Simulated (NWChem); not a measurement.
## Correlation energy of Mg

```xyz
1

Mg     0.0000     0.0000     0.0000
```
Charge 0, spin multiplicity 1.

Program: NWChem.

Basis set: def2-TZVP. Each correlation energy counts from its own Hartree-Fock reference.

The correlated methods keep 5 core orbitals frozen. Coupled-cluster values serve here as a point of comparison, not as the truth.

### Question
Order these methods by the correlation energy they give, lowest first: MP2, SCS-MP2, CCSD.

### Answer
CCSD (-32.7 mHa), SCS-MP2 (-26.1 mHa), MP2 (-21.7 mHa)
